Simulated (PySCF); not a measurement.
C$_{2}$H$_{4}$Cl, doublet (typed; the unrestricted solution is spin-contaminated), at a GFN2-xTB geometry, with bond 7-2 at 1.6 times its length; HF/STO-3G run with PySCF.

Here is a job for PySCF.
```python
from pyscf import gto, scf

mol = gto.Mole()
mol.atom = '''
    C     0.046773    0.704712   -0.204543
    C     1.515152    0.668228   -0.062843
    Cl   -0.860444   -0.685773    0.147169
    H    -0.450456    1.441492   -0.808442
    H     1.902369    1.683393    0.001158
    H     1.804676    0.114343    0.829105
    H     2.289956   -0.110913   -1.433303
'''
mol.basis = 'sto-3g'
mol.charge = 0
mol.spin = 1
mol.verbose = 4
mol.build()

mf = scf.UHF(mol)
mf.kernel()
```

What the program printed (banner, timings and long lists left out):

```
PySCF version 2.14.0

[INPUT] verbose = 4
[INPUT] num. atoms = 7
[INPUT] num. electrons = 33
[INPUT] charge = 0
[INPUT] spin (= nelec alpha-beta = 2S) = 1
[INPUT] symmetry False subgroup None
[INPUT] Mole.unit = angstrom
[INPUT] Symbol           X                Y                Z      unit          X                Y                Z       unit  Magmom
[INPUT]  1 C      0.046773000000   0.704712000000  -0.204543000000 AA    0.088388160024   1.331712676694  -0.386530250697 Bohr   0.0
[INPUT]  2 C      1.515152000000   0.668228000000  -0.062843000000 AA    2.863222317087   1.262767908766  -0.118756058846 Bohr   0.0
[INPUT]  3 Cl    -0.860444000000  -0.685773000000   0.147169000000 AA   -1.626003505525  -1.295923153621   0.278109104026 Bohr   0.0
[INPUT]  4 H     -0.450456000000   1.441492000000  -0.808442000000 AA   -0.851238471167   2.724025090752  -1.527733967596 Bohr   0.0
[INPUT]  5 H      1.902369000000   1.683393000000   0.001158000000 AA    3.594956397863   3.181151730010   0.002188302852 Bohr   0.0
[INPUT]  6 H      1.804676000000   0.114343000000   0.829105000000 AA    3.410343383576   0.216076954261   1.566781378508 Bohr   0.0
[INPUT]  7 H      2.289956000000  -0.110913000000  -1.433303000000 AA    4.327389677305  -0.209595193654  -2.708550123517 Bohr   0.0

nuclear repulsion = 93.8215601060455
number of shells = 15
number of NR pGTOs = 69
number of NR cGTOs = 23
basis = sto-3g
ecp = {}

******** <class 'pyscf.scf.uhf.UHF'> ********
method = UHF
initial guess = minao
damping factor = 0
level_shift factor = 0
DIIS = <class 'pyscf.scf.diis.CDIIS'>
diis_start_cycle = 1
diis_space = 8
diis_damp = 0
SCF conv_tol = 1e-09
SCF conv_tol_grad = None
SCF max_cycles = 50
direct_scf = True
direct_scf_tol = 1e-13
number electrons alpha = 17  beta = 16
Set gradient conv threshold to 3.16228e-05
init E= -531.308169675363

cycle= 1 E= -531.449511920228  delta_E= -0.141  |g|= 0.224  |ddm|= 2.23
cycle= 2 E= -531.5080735702  delta_E= -0.0586  |g|= 0.106  |ddm|= 0.519
cycle= 3 E= -531.523043524201  delta_E= -0.015  |g|= 0.0628  |ddm|= 0.174
cycle= 4 E= -531.536143643498  delta_E= -0.0131  |g|= 0.0419  |ddm|= 0.215
cycle= 5 E= -531.544324929745  delta_E= -0.00818  |g|= 0.0203  |ddm|= 0.219
cycle= 6 E= -531.546016097583  delta_E= -0.00169  |g|= 0.00477  |ddm|= 0.116
cycle= 7 E= -531.546074297734  delta_E= -5.82e-05  |g|= 0.00162  |ddm|= 0.0183
cycle= 8 E= -531.546079921436  delta_E= -5.62e-06  |g|= 0.000601  |ddm|= 0.00661
cycle= 9 E= -531.546080648049  delta_E= -7.27e-07  |g|= 0.000142  |ddm|= 0.00221
cycle= 10 E= -531.546080690088  delta_E= -4.2e-08  |g|= 3.69e-05  |ddm|= 0.000547
cycle= 11 E= -531.546080692829  delta_E= -2.74e-09  |g|= 1.22e-05  |ddm|= 0.000127
cycle= 12 E= -531.546080693121  delta_E= -2.92e-10  |g|= 3.46e-06  |ddm|= 5.03e-05
Extra cycle  E= -531.546080693142  delta_E= -2.08e-11  |g|= 2.04e-06  |ddm|= 7.17e-06
converged SCF energy = -531.546080693142  <S^2> = 1.1776659  2S+1 = 2.3896995
```
